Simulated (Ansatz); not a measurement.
Computed with Ansatz on PBE0-D4/def2-TZVP structures; ΔE is electronic, products minus reactants. CBS: MP2 limit from def2 TZ/QZ plus the TZ coupled-cluster correction, frozen cores. DFT in def2-TZVPP. B3LYP here is the variant with VWN-RPA as its local correlation; programs differ in this. For Br, Ga outer-core shells are correlated without core-valence functions, which leaves a few kJ/mol of doubt a bond. Scalar relativity is left out up to krypton. Each species was taken in one conformer, which may not be the lowest.

Consider the substitution at a C–C bond: `CCCOCC` + `[OH][Ga]([OH])[Br]` → `C[O][Ga]([OH])[Br]` + `CCCOC`.

```json
{"level": "ωB97X-V", "ΔE (kJ/mol)": "63.5"}
{"level": "B2PLYP", "ΔE (kJ/mol)": "63.1"}
{"level": "PBE", "ΔE (kJ/mol)": "63.3"}
{"level": "r2SCAN", "ΔE (kJ/mol)": "65.1"}
{"level": "B3LYP", "ΔE (kJ/mol)": "59.3"}
{"level": "SCS-MP2/def2-TZVPP", "ΔE (kJ/mol)": "65.5"}
{"level": "CCSD/def2-TZVPP", "ΔE (kJ/mol)": "65.7"}
{"level": "CCSD/CBS(def2)", "ΔE (kJ/mol)": "67.9"}
```

(1) What does CCSD(T)/CBS give? (An estimate is asked.)

Largest T1 diagnostic among the species: 0.012.

Answers

(1) Ansatz gave: +68.4 kJ/mol. The listed levels differ from it by -4.9, -5.3, -5.1, -3.3, -9.1, -2.9, -2.7, -0.5 kJ/mol.

In def2-TZVPP, CCSD(T) changes the Hartree–Fock value by +9.4 kJ/mol (the triples alone add +0.6 kJ/mol) and MP2 by +14.0 kJ/mol.
